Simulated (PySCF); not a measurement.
Computed properties of Zn(H)(NH2) (H3NZn), SMILES [ZnH][NH2]

Zn(H)(NH2) (H₃NZn), SMILES [NH2][ZnH]. Geometry optimised at PBE0-D3(BJ)/def2-TZVP. Other conformers were not sampled. All values are computed for the isolated molecule unless a solvent is named; none is compared with measurement here.

**Structure.** The optimised structure has Cs symmetry. All 9 harmonic modes at PBE0-D3(BJ)/def2-TZVP (PySCF) are real, so it is a minimum.

**Vibrations.** The strongest infrared lines (harmonic, unscaled, degenerate partners summed) lie at 319 cm⁻¹ (173 km/mol, H 77 %, N 23 %), 1960 cm⁻¹ (110 km/mol, H 98 %), 723 cm⁻¹ (67 km/mol, H 85 %, N 13 %). The softest mode is at 319 cm⁻¹ and the zero-point energy is 19.2 kcal/mol.

**Electronic structure.** CAM-B3LYP/def2-TZVPD (PySCF) places the frontier levels at -8.28 and 0.17 eV, a gap of 8.45 eV, and gives a dipole moment of 0.86 D and a mean polarisability of 36.2 bohr³. PBE/def2-TZVPD (PySCF) at the same geometry gives -5.52 and -1.08 eV, so its gap is 4.01 eV narrower. An orbital gap is neither the optical nor the fundamental gap.

**Excitations.** TDDFT-B3LYP/def2-TZVPD (PySCF) has S1 at 4.87 eV (255 nm, f = 0.000, dark); the most intense of the 10 singlets computed lies at 7.69 eV (f = 0.36). T1 (TDA) is at 4.61 eV. No vertical singlet excitation falls in the visible range (under 3.1 eV).

**NMR.** GIAO shifts at PBE0/pcSseg-2 (PySCF) (non-relativistic, atoms alike by connectivity averaged): ¹H from 0.1 to 3.9 ppm against TMS.
